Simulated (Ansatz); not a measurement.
Start from `C[B]1[CH2][Al]1[Cl]` and change one atom or group to get `C[B]1[CH2][AlH]1`.

Ansatz, PBE0-D4/def2-TZVP geometries, multiplicity 1. 

```
                                      property  `C[B]1[CH2][Al]1[Cl]`
             HOMO energy (PBE/def2-TZVPP) / eV                  -5.94
             LUMO energy (PBE/def2-TZVPP) / eV                  -2.22
         HOMO energy (ωB97M-V/def2-TZVPP) / eV                  -8.93
            LUMO energy (PBE0/def2-TZVPP) / eV                  -1.43
size of the dipole moment (PBE/def2-TZVPP) / D                   0.35
           HOMO–LUMO gap (PBE/def2-TZVPP) / eV                   3.72
```

(1) Give the same properties after the change, and the shifts. (An estimate is asked.)

Answers

(1) Ansatz gave: 
| property | `C[B]1[CH2][AlH]1` | shift |
| --- | --- | --- |
| HOMO energy (PBE/def2-TZVPP) / eV | -5.49 | 0.45 |
| LUMO energy (PBE/def2-TZVPP) / eV | -1.90 | 0.32 |
| HOMO energy (ωB97M-V/def2-TZVPP) / eV | -8.47 | 0.46 |
| LUMO energy (PBE0/def2-TZVPP) / eV | -1.16 | 0.27 |
| size of the dipole moment (PBE/def2-TZVPP) / D | 0.91 | 0.56 |
| HOMO–LUMO gap (PBE/def2-TZVPP) / eV | 3.59 | -0.13 |

With PBE0 the HOMO rises by 0.46 eV and the LUMO rises by 0.27 eV, so the gap narrows by about 0.19 eV. PBE moves the HOMO by 0.45 eV and ωB97M-V by 0.46 eV. Dipoles are sizes alone; their direction can turn.
